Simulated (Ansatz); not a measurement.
`C[O][Al]([F])[F]` + `O[SiH3]` → `[F][Al]([F])[O][SiH3]` + CH₃OH  (ligand exchange at the Al–O bond)

Calculated with Ansatz (gas phase, PBE0-D4/def2-TZVP geometries, no zero-point term in ΔE). CCSD(T)/CBS is the MP2 limit (def2-TZVPP, def2-QZVPP) plus CCSD(T) − MP2 in def2-TZVPP, frozen cores. This one scheme is used for every species. DFT in def2-TZVPP. One conformer a species, not always the lowest.

`C[O][Al]([F])[F]`:

```xyz
8

C     0.833   -0.915   -0.382
O     0.471    0.267    0.279
Al   -0.918    1.150    0.510
F    -0.863    2.525    1.391
F    -2.358    0.688   -0.121
H    -0.016   -1.392   -0.882
H     1.252   -1.625    0.337
H     1.598   -0.698   -1.132
```

`O[SiH3]`:

Cartesian coordinates in Å:
```
O 0.848 -0.410 0.869
Si -0.358 0.026 -0.165
H 1.724 -0.060 0.708
H -0.570 1.500 -0.172
H -1.579 -0.655 0.323
H -0.065 -0.400 -1.562
```

`[F][Al]([F])[O][SiH3]`:

```xyz
8

F     2.565   -0.951    1.290
Al    1.048   -0.364    1.451
F     0.486   -0.103    2.963
O     0.111   -0.044    0.123
Si   -0.835    0.289   -1.161
H     0.003    0.767   -2.290
H    -1.817    1.344   -0.802
H    -1.561   -0.939   -1.572
```

CH₃OH:

Cartesian coordinates in Å:
```
C 0.287 0.054 0.204
O -0.506 -0.569 -0.780
H 1.232 -0.488 0.243
H -0.172 0.010 1.200
H 0.505 1.102 -0.036
H -1.346 -0.109 -0.831
```

```
       level  ΔE (kJ/mol)
     r2SCANh        -25.4
HF/CBS(def2)        -34.1
```

Q: What does CCSD(T)/CBS give? (An estimate is asked.)

A: Computed: -27.5 kJ/mol. The listed levels differ from it by 2.1, -6.6 kJ/mol.

Largest T1 diagnostic among the species: 0.012.

In def2-TZVPP, CCSD(T) changes the Hartree–Fock value by +5.8 kJ/mol (the triples alone add +1.2 kJ/mol) and MP2 by +6.8 kJ/mol. From BLYP to BHLYP (50 % exact exchange), in def2-TZVPP and without D4, ΔE moves by −6.1 kJ/mol.
